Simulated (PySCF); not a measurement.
**Core-level binding energies of `C1=C\C=C/C=C\C=C/1`**

Species: C8H8.
Geometry (PBE0-D3(BJ)/def2-SVP, Å), atoms numbered from 1 in this order:
```
atom  x, y, z in Å
C1    -1.4991   -0.7318    0.4634
C2    -0.5154   -1.6299    0.2992
C3     0.6599   -1.5071   -0.5728
C4     1.5656   -0.5167   -0.5764
C5     1.5844    0.6684    0.2908
C6     0.6008    1.5667    0.4548
C7    -0.7164    1.5676   -0.1945
C8    -1.6221    0.5772   -0.1908
H9    -2.3478   -1.0222    1.0953
H10   -0.6237   -2.5963    0.8073
H11    0.8429   -2.3614   -1.2365
H12    2.4305   -0.6248   -1.2428
H13    2.5387    0.8664    0.7946
H14    0.8147    2.4409    1.0824
H15   -1.0059    2.5147   -0.6667
H16   -2.5932    0.7784   -0.6601
```

Method used: delta-SCF UKS SCAN, pcX-2 on the ionised atom, pcseg-1 elsewhere, spin-free X2C in PySCF 2.14.0. These are vertical core ionisation energies against the vacuum level, from separate self-consistent calculations with and without the core hole.

**Question.** What binding energy does each computed site have?

**Answer.** 
```csv
atom(s),bonded to,level,binding energy (eV),count
C1 (×8),2 C and H,C 1s,290.18,8
```

**Question.** Which photon energy gives electrons from C 1s of C1 (×8) a kinetic energy of 150 eV, and what is their de Broglie wavelength?

**Answer.** hν = 290.18 + 150 = 440.18 eV, recoil neglected; λ = 12.264 Å/√(E/eV) = 1.00 Å.

The first atom of each set that the bonding makes equivalent was ionised and stands for the set. The unrestricted hole states depart most from a pure doublet (⟨S²⟩ = 0.75; over 0.85 named) for C 1s of C1 (×8) (0.91), which makes this value less certain. Isolated species at its PBE0-D3(BJ)/def2-SVP geometry (one conformer only).
